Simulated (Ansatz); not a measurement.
CH₆AlNOSi. The species carries charge 0 and has multiplicity 1. The bonds changed during the relaxation, so this is another structure than the one it started from. The structure was optimised at the PBE0-D4/def2-TZVP level. It is one conformer, not always the lowest.

```xyz
11

N     1.438    0.004    0.716
C     1.463    0.929   -0.503
Al   -0.323    0.258   -0.207
O    -1.127   -1.171   -0.830
Si   -2.447   -0.518   -0.018
H     1.741    0.442    1.575
H     1.963   -0.851    0.583
H     2.127    0.542   -1.274
H     1.767    1.932   -0.217
H    -2.993   -1.387    1.069
H    -3.608   -0.180   -0.894
```

(1) What is the dipole moment at PBE/def2-TZVPP? (An estimate is asked.)

(2) And with r2SCAN, B3LYP, ωB97M-V? (Estimate.)

(3) Give the Mulliken charges with PBE, B3LYP, ωB97M-V in def2-TZVPP. (Best estimate.)

## Answers

(1) Ansatz gave: 5.12 D, with components (4.63, 1.22, 1.82) D in this frame, pointing from negative to positive charge.

(2) Computed: r2SCAN 5.20 D, B3LYP 5.14 D, ωB97M-V 5.19 D.

(3) Computed: 
| atom | PBE | B3LYP | ωB97M-V |
| --- | --- | --- | --- |
| N1 | -0.14 | -0.17 | -0.13 |
| C2 | -0.31 | -0.32 | -0.38 |
| Al3 | 0.17 | 0.24 | 0.20 |
| O4 | -0.38 | -0.46 | -0.46 |
| Si5 | 0.32 | 0.39 | 0.36 |
| H6 | 0.16 | 0.15 | 0.13 |
| H7 | 0.16 | 0.15 | 0.13 |
| H8 | 0.10 | 0.11 | 0.13 |
| H9 | 0.10 | 0.10 | 0.12 |
| H10 | -0.09 | -0.10 | -0.06 |
| H11 | -0.08 | -0.09 | -0.05 |

B3LYP here is the variant with VWN-RPA as its local correlation; programs differ in this.
